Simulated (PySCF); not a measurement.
AlI3 (SMILES [I][Al]([I])[I]), singlet, geometry from GFN2-xTB (such geometries of metal compounds can be far from the true shape) (core potentials on I).

Input for PySCF:
```python
from pyscf import gto, scf, dft

mol = gto.Mole()
mol.atom = '''
    Al   -0.00000000   -0.00000000   -0.00000000
    I    -2.05711704   -1.44131268   -0.05276184
    I     0.00659413    2.22306763   -1.17039456
    I     2.05052292   -0.78175495    1.22315640
'''
mol.basis = 'def2-sv(p)'
mol.ecp = {'I': 'def2-sv(p)'}
mol.verbose = 4
mol.build()

mf = dft.RKS(mol)
mf.xc = 'b3lyp'
mf.kernel()
mf.analyze()
```

Q: Give the number of basis functions at the level PySCF with B3LYP/def2-SV(P).

A: 96

Q: Estimate the HOMO-LUMO gap that B3LYP/def2-SV(P) returns for this input.

A: 4.94 eV

Q: Predict the HOMO energy from B3LYP/def2-SV(P).

A: -7.42 eV

Q: Give the dipole moment at the level B3LYP/def2-SV(P).

A: 0.00 D
